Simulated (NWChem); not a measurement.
Species: NiF$_{2}$, triplet; SMILES [F][Ni][F]

Results from NWChem. Pople sets run with spherical d functions. Spin-unrestricted. Medium grid unless said otherwise, to which SCAN and Minnesota functionals are sensitive. Geometry: optimised at PBE-D3(BJ)/def2-SVP, spin-unrestricted. The spin multiplicity was typed, not searched, and may not be the lowest. No stability test was run on the SCF state.

Question: What does the run give for M06-L/6-31G*? Quantities: highest occupied level (eV); lowest empty minus highest occupied level, either spin (eV); <S²>.

Answer: The highest occupied level (eV) is -6.21, the lowest empty minus highest occupied level, either spin (eV) comes out as 1.52 and the <S²> is 2.01.
